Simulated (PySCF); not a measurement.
# Nuclear quadrupole coupling in `N[SiH2][SiH2]O[C@@H]1CCC(=O)C1`

Species: C5H13NO2Si2.
SMILES with atom numbers: `[NH2:1][SiH2:2][SiH2:3][O:4][C@@H:5]1[CH2:6][CH2:7][C:8](=[O:9])[CH2:10]1` (hydrogens: H11, H12 on N1; H13, H14 on Si2; H15, H16 on Si3; H17 on C5; H18, H19 on C6; H20, H21 on C7; H22, H23 on C10)

Cartesian coordinates in Å at the GFN2-xTB level; atoms count from 1:
```xyz
23
C5H13NO2Si2 angstrom
N      4.6904    0.2915    0.3275
Si     3.1636    1.0955    0.3774
Si     1.6809   -0.5488   -0.1832
O      0.2810    0.2765   -0.0902
C     -0.9972   -0.1767   -0.3997
C     -2.0165    0.9700   -0.3434
C     -3.3584    0.2739   -0.1497
C     -3.0446   -1.0067    0.5979
O     -3.8494   -1.7468    1.0937
C     -1.5442   -1.1937    0.6046
H      5.5122    0.7967    0.6164
H      4.9197   -0.2899   -0.4618
H      3.1049    1.6044    1.7547
H      3.1057    2.3043   -0.4764
H      1.6172   -1.7466    0.6750
H      1.7999   -1.1333   -1.5369
H     -0.9863   -0.6242   -1.4037
H     -1.9810    1.5908   -1.2362
H     -1.7748    1.5939    0.5183
H     -3.7994   -0.0084   -1.1088
H     -4.0949    0.8712    0.3865
H     -1.2606   -2.2232    0.3921
H     -1.1732   -0.9433    1.6018
```

Field gradients from the PBE0/pcSseg-1 density (PySCF, non-relativistic), principal values in atomic units, ordered |Vxx| ≤ |Vyy| ≤ |Vzz|:

```csv
atom,Vxx,Vyy,Vzz
N1,0.3278,0.6225,-0.9503
O4,-0.5244,-1.1669,1.6914
O9,0.4962,1.4426,-1.9387
```

**Question.** Find the asymmetry η = (Vxx − Vyy)/Vzz and the couplings χ = eQV/h (234.96 MHz × Q in barn × V in au), with Q(14N) = 0.02044 b, Q(17O) = −0.0256 b.

**Answer.** 
```csv
atom,environment,nucleus,η,χzz (MHz),χxx (MHz),χyy (MHz)
N1,silicon-bound nitrogen,14N,0.31,-4.564,1.574,2.990
O4,silyl ether oxygen,17O,0.38,-10.17,3.15,7.02
O9,ketone oxygen,17O,0.49,11.66,-2.98,-8.68
```

**Question.** What is Vzz at O4 in SI units (1 au = 9.71736 × 10²¹ V/m²)?

**Answer.** 1.6914 au = 16.436 × 10²¹ V/m².

**Question.** And the gradient at the other heavy atoms, for which no coupling is worked out here?

**Answer.** 
```csv
atom,environment,Vzz (au),η
Si2,SiH2 silicon,0.287,0.37
Si3,oxygen-bound silicon,0.513,0.41
C5,sp3 carbon bound to oxygen,0.358,0.18
C6,ring CH2 carbon,-0.072,0.68
C7,sp3 carbon next to a carbonyl,0.041,0.83
C8,ketone carbonyl carbon,0.556,0.08
C10,sp3 carbon next to a carbonyl,-0.043,0.52
```

**Question.** What couplings would deuterons (Q(2H) = 0.00286 b) have in place of the hydrogens, at this geometry?

**Answer.** 
```json
{"atom": "H11", "bonded to": "N1", "bond length (Å)": "1.007", "Vzz (au)": "0.4307", "η": "0.17", "χzz (kHz)": "289"}
{"atom": "H12", "bonded to": "N1", "bond length (Å)": "1.007", "Vzz (au)": "0.4305", "η": "0.17", "χzz (kHz)": "289"}
{"atom": "H13", "bonded to": "Si2", "bond length (Å)": "1.469", "Vzz (au)": "0.1584", "η": "0.03", "χzz (kHz)": "106"}
{"atom": "H14", "bonded to": "Si2", "bond length (Å)": "1.481", "Vzz (au)": "0.1488", "η": "0.02", "χzz (kHz)": "100"}
{"atom": "H15", "bonded to": "Si3", "bond length (Å)": "1.475", "Vzz (au)": "0.1526", "η": "0.05", "χzz (kHz)": "103"}
{"atom": "H16", "bonded to": "Si3", "bond length (Å)": "1.479", "Vzz (au)": "0.1501", "η": "0.06", "χzz (kHz)": "101"}
{"atom": "H17", "bonded to": "C5", "bond length (Å)": "1.099", "Vzz (au)": "0.2812", "η": "0.08", "χzz (kHz)": "189"}
{"atom": "H18", "bonded to": "C6", "bond length (Å)": "1.088", "Vzz (au)": "0.3116", "η": "0.00", "χzz (kHz)": "209"}
{"atom": "H19", "bonded to": "C6", "bond length (Å)": "1.091", "Vzz (au)": "0.3035", "η": "0.01", "χzz (kHz)": "204"}
{"atom": "H20", "bonded to": "C7", "bond length (Å)": "1.093", "Vzz (au)": "0.3040", "η": "0.00", "χzz (kHz)": "204"}
{"atom": "H21", "bonded to": "C7", "bond length (Å)": "1.089", "Vzz (au)": "0.3100", "η": "0.01", "χzz (kHz)": "208"}
{"atom": "H22", "bonded to": "C10", "bond length (Å)": "1.089", "Vzz (au)": "0.3101", "η": "0.01", "χzz (kHz)": "208"}
{"atom": "H23", "bonded to": "C10", "bond length (Å)": "1.093", "Vzz (au)": "0.3027", "η": "0.01", "χzz (kHz)": "203"}
```

Isolated species at its GFN2-xTB geometry (one conformer only). GFN2-xTB bond lengths can be off by several hundredths of an ångström, more for odd bonds, and the gradients follow them. The basis is small and wasn't made for field gradients, so the couplings can be 20 % off.

These values come from a run that also computed NMR shieldings. The run took 85 s wall (grids of density and orbitals included) on Arm Neoverse V1, one thread (shared host), and the process peaked at 1.1 GiB of memory.
